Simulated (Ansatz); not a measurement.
Sr4O4, relaxed as a singlet with RKS PBE-D4/def2-SVP in Ansatz, starting from packed atoms. Force threshold 0.02 eV/Å.

In the def2 sets Sr takes a core potential; there is no spin–orbit coupling. The structure comes from a short search, and lower isomers may exist.

Start:

```xyz
8

Sr   -0.0403   -2.8833   -0.7952
Sr   -2.5393    0.3793    1.0257
Sr    0.2624    1.8492   -2.3123
Sr    1.8802    0.2086    1.9724
O     0.8066   -0.7815   -2.0324
O    -0.1533    1.7127    1.4192
O    -0.1703   -0.9682    0.7644
O    -0.0462    0.4831   -0.0419
```

**Question.** Estimate the energy that the relaxation releases and the steps that it takes.

**Answer.** 964.4 kJ/mol, in 16 steps; 50 s on 4 threads of Arm Neoverse V1 on a shared host. The force fell under the threshold at step 15, but the optimiser went on. No frequencies were taken in this run, so the end may be a saddle point.

**Question.** Does the start keep its bonding?

**Answer.** By distances, no bond broke or formed, bridged metal pairs apart. The bond that changes most is Sr2–O6, from 2.76 to 2.19 Å (atoms count from 1). A close non-bonded pair moves further: O7–O8, from 1.66 to 3.02 Å. Metal–metal contacts that move far: Sr2–Sr4 4.52 to 3.01 Å, Sr1–Sr3 4.98 to 3.90 Å, Sr3–Sr4 4.86 to 4.10 Å, Sr2–Sr3 4.60 to 4.10 Å.

**Question.** Predict the relaxed structure.

**Answer.** 
Cartesian coordinates in Å:
```
Sr 0.2034 -2.5437 -0.8239
Sr -1.7462 0.5869 0.9688
Sr 0.4855 0.9953 -2.4417
Sr 1.2063 0.6182 1.5718
O 0.5435 -1.1951 -2.5185
O -0.5651 1.2727 2.6850
O -0.1750 -1.2361 0.9046
O 0.0476 1.5020 -0.3461
```
Bond lengths (bridged metal pairs left out): 10 × O–Sr 2.19 to 2.41 Å.
